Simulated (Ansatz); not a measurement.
A geometry relaxed with PBE0-D3(BJ)/def2-TZVP in Ansatz (a quantum-chemistry and plane-wave program), charge 0, multiplicity 1:

```xyz
12

Si    -0.6914     1.1952     0.3022
H     -1.9729    -1.6897    -0.0475
Si    -1.9133    -0.4346    -0.8381
C      0.9430     0.9767     0.7554
Si     1.8561    -0.5696     0.3692
H     -3.2930     0.0851    -1.0336
H      1.4562     1.7750     1.2868
H      0.9434    -1.4916    -0.3672
H      2.3297    -1.2714     1.5954
H     -1.4047     2.4590     0.6278
H      3.0513    -0.3242    -0.4862
H     -1.3045    -0.7099    -2.1640
```

Write the SMILES of this molecule.

`[SiH3]/C=[SiH]\[SiH3]`
